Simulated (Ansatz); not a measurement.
Consider the formal exchange of groups at a Ga–O bond: `[NH2][Ga]([NH2])[OH]` + `C#CCOC` → `C[O][Ga]([NH2])[NH2]` + `C#CCO`.

Isolated molecules relaxed with PBE0-D4/def2-TZVP in Ansatz; ΔE leaves out vibrations. CBS: MP2 limit from def2 TZ/QZ plus the TZ coupled-cluster correction, frozen cores. This one scheme is used for every species. DFT in def2-TZVPP. B3LYP here is the variant with VWN-RPA as its local correlation; programs differ in this. HSE06 is defined as in plane-wave codes. For Ga outer-core shells are correlated without core-valence functions, which leaves a few kJ/mol of doubt a bond. Scalar relativity is left out up to krypton. Each species was taken in one conformer, which may not be the lowest.

```
             level  ΔE (kJ/mol)  difference from CCSD(T)/CBS
          B3LYP-D4         13.3                         -3.9
        r2SCAN0-D4         15.2                         -2.0
          HSE06-D4         14.0                         -3.2
      CAM-B3LYP-D4         15.2                         -2.0
            B2PLYP         16.6                         -0.6
          PBE-QIDH         16.4                         -0.8
               PBE         14.9                         -2.3
            revPBE         14.0                         -3.2
           r2SCANh         15.5                         -1.7
RPA@PBE/def2-TZVPP         14.9                         -2.3
       HF/def2-SVP          9.3                         -7.9
    MP2/def2-TZVPP         18.3                          1.1
SCS-MP2/def2-TZVPP         17.3                          0.1
CCSD(T)/def2-TZVPP         16.1                         -1.1
SCS-MP2/def2-QZVPP         18.0                          0.8
     MP2/CBS(def2)         19.3                          2.1
       CCSD(T)/CBS         17.2                            0
```

Largest T1 diagnostic among the species: 0.013.

At CCSD(T), def2-SVP lies −4.5 kJ/mol from the extrapolated value and def2-TZVPP −1.0 kJ/mol. Leaving LDA and LC-ωPBE aside and taking each functional with its dispersion term where it has one, the values, not all of them listed here, spread over 4.1 kJ/mol, from BLYP-D4 to B97M-V.
